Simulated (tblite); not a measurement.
C6H14Ge.
SMILES with atom numbers: `[CH3:1][C@H:2]1[CH2:3][CH2:4][CH2:5][GeH2:6][CH2:7]1` (hydrogens: H8, H9, H10 on C1; H11 on C2; H12, H13 on C3; H14, H15 on C4; H16, H17 on C5; H18, H19 on Ge6; H20, H21 on C7)

Structure used (GFN2-xTB), in Å, numbered top down from 1:
```xyz
21
C6H14Ge angstrom
C      2.4958    0.0245   -0.2556
C      1.0402   -0.1096    0.1902
C      0.2835    1.1947   -0.0832
C     -1.0608    1.3002    0.6372
C     -2.1314    0.3895    0.0416
Ge    -1.4866   -1.4754    0.0762
C      0.3888   -1.3036   -0.5077
H      2.9927    0.8310    0.2803
H      3.0409   -0.8981   -0.0666
H      2.5465    0.2391   -1.3217
H      1.0290   -0.2892    1.2728
H      0.1268    1.3009   -1.1601
H      0.9117    2.0285    0.2421
H     -1.4048    2.3382    0.5912
H     -0.9174    1.0519    1.6930
H     -2.3205    0.6828   -0.9932
H     -3.0681    0.5148    0.5858
H     -1.5606   -2.0498    1.4676
H     -2.2956   -2.3947   -0.8033
H      0.4201   -1.1498   -1.5884
H      0.9610   -2.2087   -0.2987
```

Calculated harmonic vibrations of the isolated species, GFN2-xTB (tblite), most abundant isotopes, no scaling. Errors from tens to a few hundred cm⁻¹ against measured bands are possible. Modes of hydrogen on germanium can be 10 to 20 % off. One conformer, not necessarily the lowest.

Harmonic wavenumbers (cm⁻¹): 116.7, 119.7, 216.6, 225.1, 269.9, 313.0, 330.7, 398.6, 433.2, 487.6, 552.2, 598.5, 617.7, 679.7, 772.9, 778.7, 839.1, 844.8, 908.0, 941.4, 967.0, 997.2, 1026.6, 1060.1, 1086.8, 1122.8, 1137.1, 1189.9, 1206.8, 1223.9, 1252.0, 1282.8, 1306.0, 1340.3, 1353.6, 1364.1, 1416.9, 1461.3, 1462.3, 1488.4, 1497.7, 1504.6, 1506.3, 1925.4, 1992.9, 2900.9, 2934.6, 2947.0, 2949.4, 2950.5, 2960.2, 2966.9, 2968.2, 2973.1, 3020.8, 3022.9, 3031.0.

A = 2746, B = 1345, C = 969.2 MHz; mass 160.031 u (most abundant isotopes); point group C1, symmetry number 1.

Question: Zero-point energy?

Answer: ½Σν̃ = 39621 cm⁻¹ = 113.28 kcal/mol.

Question: What is S at 500 K and 1 bar for an ideal gas of classical rigid rotors and harmonic oscillators?

Answer: Translation 43.71, rotation 30.43, vibration 40.58: S = 114.7 cal/(mol K).

Question: And Cp and H(500 K) − H(0)?

Answer: Cp = 57.86 cal/(mol K), of which vibrations give 49.91 (their classical limit is 57 R = 113.3); H(500 K) − H(0) = 15.68 kcal/mol without the zero-point energy, 11.71 from vibrations.

Question: Which modes carry the vibrational entropy at 500 K?

Answer: 116.7 cm⁻¹: 4.16; 119.7 cm⁻¹: 4.12; 216.6 cm⁻¹: 2.96; 225.1 cm⁻¹: 2.88; 269.9 cm⁻¹: 2.54; 313.0 cm⁻¹: 2.26 cal/(mol K); the other 51 give 21.66 together.

Question: How do the functions run with temperature in this model?

Answer: 
```
 T (K)  S (cal/(mol K))  Cp (cal/(mol K))  H − H(0) (kcal/mol)  G − H(0) (kcal/mol)  ln q(vib)
   150             72.0              20.1                 1.92                -8.87       1.27
   250             84.7              30.9                 4.46               -16.71       3.10
298.15             90.6              36.4                 6.08               -20.93       4.09
   400            102.9              47.9                10.38               -30.79       6.32
   600            126.0              66.3                21.90               -53.72      11.02
   900            156.6              84.3                44.71               -96.25      18.15
```

q(vib) and H(0) count from the zero-point level.

Question: Blend soft modes into free rotors: weight 1/[1 + (100 cm⁻¹/ν̃)⁴] for the oscillator and the rest for a rotor with moment μB/(μ + B), μ = h/(8π²ν), B = 10⁻⁴⁴ kg m². What vibrational entropy results?

Answer: 39.92 cal/(mol K) in place of 40.58, which changes −T·S at 500 K by +0.33 kcal/mol.

Hindered rotation and anharmonicity are outside this model. Other conformers, if any are populated, would add a mixing term that is left out. The structure is chiral; the term R ln 2 for an equal mix with its mirror image is left out.
